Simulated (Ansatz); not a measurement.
Cost and result for the atomization energy of BrCl3Si, SMILES `Cl[Si](Cl)(Cl)Br` (5 atoms, 4 bonds).

Charge 0, multiplicity 1. Correlated methods include outer-core shells of Br, which these sets cover unevenly. Scalar relativity is left out up to krypton. The structure was optimised at the PBE0-D4/def2-TZVP level. Program: Ansatz. All runs use 4 threads of a server CPU on a shared host. Times are those of one run each, without the atoms' runs, and a repeat can differ threefold. Electronic energies, without spin–orbit coupling; frozen cores. CCSD(T)/CBS adds CCSD(T) − MP2 in def2-TZVPP to the MP2 limit, and its time is that of the two runs behind it. T1 = 0.008. With those shells the extrapolation isn't a true limit.

CCSD(T)/CBS is a level of theory with its own doubt, some kJ/mol a heavy atom from the limit and from the frozen cores, so smaller differences don't rank the functionals.

```csv
level,functions,wall time
LDA (SPW92)/def2-TZVPP,216,1.2 s
CCSD(T)/def2-SVP,104,4.3 s
CAM-B3LYP-D4/def2-TZVPP,216,4.7 s
B2PLYP/def2-TZVPP,216,6 s
PBE-QIDH/def2-TZVPP,216,6 s
r2SCAN-D4/def2-TZVPP (with forces),216,6 s
r2SCANh-D4/def2-TZVPP,216,7.5 s
B97M-V/def2-TZVPP,216,8.5 s
ωB97X-V/def2-TZVPP,216,9.5 s
ωB97M-V/def2-TZVPP (with forces),216,14 s
MP2/def2-QZVPP,369,17 s
CCSD(T)/def2-TZVPP,216,2.1 min
CCSD(T)/CBS(def2),–,2.4 min
```

Q: What atomization energy does each give, and how far from CCSD(T)/CBS? (Estimate.)

A: Ansatz gave: 
| level | atomization (kJ/mol) | difference from CCSD(T)/CBS | per bond |
| --- | --- | --- | --- |
| LDA (SPW92)/def2-TZVPP | 1796.8 | 231.4 | 57.9 |
| CCSD(T)/def2-SVP | 1375.6 | -189.8 | -47.4 |
| CAM-B3LYP-D4/def2-TZVPP | 1509.9 | -55.5 | -13.9 |
| B2PLYP/def2-TZVPP | 1501.4 | -64.0 | -16.0 |
| PBE-QIDH/def2-TZVPP | 1566.6 | 1.2 | 0.3 |
| r2SCAN-D4/def2-TZVPP (with forces) | 1580.1 | 14.7 | 3.7 |
| r2SCANh-D4/def2-TZVPP | 1567.4 | 2.0 | 0.5 |
| B97M-V/def2-TZVPP | 1585.8 | 20.4 | 5.1 |
| ωB97X-V/def2-TZVPP | 1563.5 | -1.9 | -0.5 |
| ωB97M-V/def2-TZVPP (with forces) | 1566.0 | 0.6 | 0.2 |
| MP2/def2-QZVPP | 1630.6 | 65.2 | 16.3 |
| CCSD(T)/def2-TZVPP | 1488.0 | -77.4 | -19.4 |
| CCSD(T)/CBS(def2) | 1565.4 | 0.0 | 0.0 |

The D4 term adds +45.7 kJ/mol with B3LYP and +23.6 kJ/mol with PBE0; it sums over pairs of atoms, weighted by their polarisabilities, and B3LYP, whose exchange is more repulsive, gets the larger term. Leaving LDA and LC-ωPBE aside and taking each functional with its dispersion term where it has one, the values, not all of them listed here, spread over 107.4 kJ/mol, from BHLYP-D4 to PBE-D4. LDA lies +238.4 kJ/mol from PBE without D4, its usual overbinding. In def2-TZVPP, CCSD(T) changes the Hartree–Fock value by +359.7 kJ/mol (the triples alone add +42.1 kJ/mol) and MP2 by +457.1 kJ/mol; breaking electron pairs costs correlation energy, which Hartree–Fock lacks.

B3LYP here is the variant with VWN-RPA as its local correlation; programs differ in this.
